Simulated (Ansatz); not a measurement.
CH₅AlSiTe at its PBE0-D4/def2-TZVP geometry, where that method's forces vanish. The species carries charge 0 and has multiplicity 1. Te: def2 effective core potential. The bonds changed during the relaxation, so this is another structure than the one it started from.

| atom | x (Å) | y (Å) | z (Å) |
| --- | --- | --- | --- |
| Al1 | 0.1526 | 1.5833 | 0.9245 |
| Si2 | -1.0997 | -0.2192 | -0.1513 |
| C3 | 0.2612 | -1.4681 | -0.3936 |
| Te4 | 1.1488 | 0.3232 | -1.3109 |
| H5 | 0.9102 | 1.1024 | 2.2324 |
| H6 | -0.2606 | 3.0772 | 0.6015 |
| H7 | -2.1226 | -0.3788 | -1.2271 |
| H8 | 0.1580 | -2.2503 | -1.1407 |
| H9 | 0.8520 | -1.7698 | 0.4652 |

Q: For each bond, give half the difference of the two atoms' forces along it (eV/Å; positive pushes the atoms apart) under PBE-D4, r2SCAN-D4, B3LYP-D4, ωB97M-V in def2-TZVPP. (Estimate.)

A: The calculation gave: 
```csv
bond,length (Å),PBE-D4,r2SCAN-D4,B3LYP-D4,ωB97M-V
Al1–Si2,2.444,-0.03,0.01,0.19,0.16
Al1–Te4,2.753,0.11,0.04,0.24,0.04
Al1–H5,1.586,0.05,-0.02,-0.10,-0.13
Al1–H6,1.583,0.05,-0.02,-0.11,-0.13
Si2–C3,1.863,0.19,0.10,0.16,-0.03
Si2–Te4,2.587,0.30,0.10,0.42,0.03
Si2–H7,1.493,0.10,-0.01,-0.13,-0.14
C3–Te4,2.200,0.22,0.18,0.39,0.00
C3–H8,1.087,0.08,-0.05,-0.12,-0.05
C3–H9,1.085,0.07,-0.06,-0.11,-0.04
```

B3LYP here is the variant with VWN-RPA as its local correlation; programs differ in this.

Computed with Ansatz.
